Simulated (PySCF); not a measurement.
SMILES C=C[SiH2][Si](Cl)(Cl)Cl (GFN2-xTB optimised geometry):

```
12

C      2.048    -1.547     1.194
C      1.336    -1.083     0.177
Si     0.728     0.690     0.000
Si    -1.603     0.690     0.000
Cl    -2.399    -0.251     1.621
Cl    -2.367     2.576     0.000
Cl    -2.387    -0.239    -1.633
H      2.349    -0.911     2.011
H      2.367    -2.576     1.259
H      1.068    -1.773    -0.615
H      1.247     1.505     1.103
H      1.228     1.242    -1.266
```

Computed with PySCF with B3LYP/def2-TZVP.

What are the frontier orbital energies and the dipole moment?

HOMO-2 -8.80 eV, HOMO-1 -8.62 eV, HOMO -7.86 eV, LUMO -1.22 eV, LUMO+1 -0.67 eV; dipole moment 2.22 D.

Meta-Löwdin charges at B3LYP/def2-TZVP: C1 -0.21, C2 -0.34, Si3 0.41, Si4 0.77, Cl5 -0.27, Cl6 -0.28, Cl7 -0.28, H8 0.12, H9 0.12, H10 0.12, H11 -0.08, H12 -0.08.
